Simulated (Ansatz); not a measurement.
CAlClN, SMILES `N#[C][Al-][Cl]` (excited triplet) (charge -1, multiplicity 3). This triplet is an excited state, 1.42 eV above the relaxed singlet at the level frozen-core CCSD(T)/aug-cc-pVTZ // PBE0-D3(BJ)/def2-TZVPD (Ansatz, an electronic-structure program).

Cartesian coordinates (Å):
```xyz
4

N     -2.1178    -0.3416     0.5018
C     -1.0306     0.0690     0.5645
Al     0.7517     0.8585     0.6830
Cl     2.3967    -0.5860     0.5005
```
Charge -1, spin multiplicity 3.

**Question.** Give the natural occupations of the active orbitals, the CASSCF energy and the corrected energy for Ansatz with frozen-core fic-MRCISD+Q@CASSCF(6e,6o)/aug-cc-pVTZ // PBE0-D3(BJ)/def2-TZVPD.

**Answer.** 
```json
{
  "natural_occupations": "1.94, 1.94, 1.00, 1.00, 0.06, 0.06",
  "CASSCF energy": "-793.9605 Ha",
  "corrected_energy": "-794.4990 Ha",
  "weight_of_the_reference": "0.871"
}
```
